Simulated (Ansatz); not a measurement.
CdCl$_{2}$, charge +1, doublet, at a GFN2-xTB geometry (such geometries of metal compounds can be far from the true shape) (a state made from the parent by changing its charge; the spin is typed, not shown lowest) (core potentials on Cd); Ansatz (a program for electronic structure) with B97M-V/def2-TZVP.

Input for Ansatz:
Ansatz 0.2 input:
```yaml
crystal:
  periodic: [false, false, false]
  atoms:
    - {symbol: Cd, position_ang: [-0.45611652, 0.20968775, -0.35721888]}
    - {symbol: Cl, position_ang: [1.81680333, 0.05012491, -0.79008748]}
    - {symbol: Cl, position_ang: [-0.52894491, -0.64218445, 1.79870550]}
basis:
  gaussian:
    orbitals: def2-TZVP
hamiltonian:
  xc: {name: B97M-V}
total_charge: 1
magnetization: {spin_polarized: true, initial_magnetization: 1}
```

Question: Predict the main parts of the log of this Ansatz run.

Answer: 
```
Functional definition: B97M-V
881 factors; their error is unknown
mean field evaluation 1: about -29584.9851 eV, gradient 4.4e1 eV
mean field evaluation 2: about -29515.9480 eV, gradient 1.2e2 eV
mean field evaluation 4: about -29595.5158 eV, gradient 7.8e0 eV
mean field evaluation 8: about -29595.8256 eV, gradient 4.1e-1 eV
mean field evaluation 16: about -29595.8259 eV, gradient 5.1e-4 eV
mean field evaluation 32: about -29595.4473 eV, gradient 5.0e0 eV
mean field evaluation 64: about -29595.2835 eV, gradient 5.0e-1 eV
mean field evaluation 96: about -29595.8259 eV, gradient 3.8e-6 eV
mean field -29595.82589147 eV, -1087.6265407401 hartree, gradient 3.8e-6 eV, S^2 0.754157; 14 other end points of the search recorded, 0 dependent functions left out
reference -29595.82594596 eV, -1087.6265427427 hartree; 27, 26 occupied and 87, 88 virtual orbitals, 881 factors
Total energy: -29595.82594596 eV, -1087.6265427427 hartree
```
